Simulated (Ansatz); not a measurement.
Input file for ClH$_{8}$NSi$_{3}$ (`[SiH3]N([SiH3])[SiH2]Cl`):

```yaml
crystal:
  periodic: [false, false, false]
  atoms:
    - {symbol: Si, position_ang: [-1.523001, -0.702796, 0.456488]}
    - {symbol: N, position_ang: [-0.003797, -0.043315, -0.086755]}
    - {symbol: Si, position_ang: [1.458318, -0.961346, 0.152682]}
    - {symbol: Si, position_ang: [0.082854, 1.546166, -0.726638]}
    - {symbol: Cl, position_ang: [-0.141117, 2.970224, 0.742817]}
    - {symbol: H, position_ang: [-2.591432, 0.244466, 0.047621]}
    - {symbol: H, position_ang: [-1.543160, -0.868656, 1.932210]}
    - {symbol: H, position_ang: [-1.758097, -2.029987, -0.169011]}
    - {symbol: H, position_ang: [2.026375, -1.419499, -1.141554]}
    - {symbol: H, position_ang: [2.479895, -0.145645, 0.857433]}
    - {symbol: H, position_ang: [1.102952, -2.146480, 0.976509]}
    - {symbol: H, position_ang: [1.427354, 1.732393, -1.320326]}
    - {symbol: H, position_ang: [-0.996746, 1.789674, -1.706776]}
basis:
  gaussian: {orbitals: def2-TZVPP}
correlation: {method: ccsd_t}
output: {orbitals: {seedname: orbitals}}
```

```sh
$ ansatz run in.yaml --threads 4 --pin off --events-out ev --progress --plain --max-ram 10444MiB
```

Log, shortened:

```
Functional definition: HF
1771 factors; integrals over basis functions are off by at most 9.7e-4 eV
mean field evaluation 1: about -37699.9395 eV, gradient 3.9e1 eV
mean field evaluation 2: about -37700.2785 eV, gradient 3.9e1 eV
mean field evaluation 4: about -37704.2362 eV, gradient 4.7e0 eV
mean field evaluation 8: about -37704.3188 eV, gradient 2.2e-1 eV
mean field -37704.31907988 eV, -1385.6081692802 hartree, gradient 3.6e-6 eV, S^2 0.000000; 0 other end points of the search recorded, 0 dependent functions left out
21 core orbitals not correlated: weight in the atoms' cores, before any rotation towards them, 1.000 or more for the frozen orbitals, at most 0.000 for the correlated occupied ones
reference -37704.31907988 eV, -1385.6081692802 hartree; 16, 16 occupied and 274, 274 virtual orbitals, 1771 factors
second order -21.08783907 eV of doubles, -0.00000000 eV of singles
cycle   1  -22.34722543 eV  change    -1.3e0 eV  update   1.1e-1
cycle   2  -23.00744684 eV  change   -6.6e-1 eV  update   3.1e-2
cycle   3  -23.10305558 eV  change   -9.6e-2 eV  update   1.3e-2
cycle   4  -23.09162153 eV  change    1.1e-2 eV  update   3.1e-3
cycle   5  -23.09096305 eV  change    6.6e-4 eV  update   1.2e-3
cycle   6  -23.09090157 eV  change    6.1e-5 eV  update   3.2e-4
cycle   7  -23.09079659 eV  change    1.0e-4 eV  update   1.1e-4
cycle   8  -23.09083084 eV  change   -3.4e-5 eV  update   3.8e-5
perturbative correction -0.87901995 eV, -0.0323033874 hartree
Total energy: -37728.28893067 eV, -1386.4890450493 hartree
```

Run time 4.9 min (4 threads of an Intel Xeon Platinum 8488C on a shared host); peak host memory 4 GiB.

Correlation energy per correlated electron: -0.749 eV. T1 diagnostic: 0.0108.
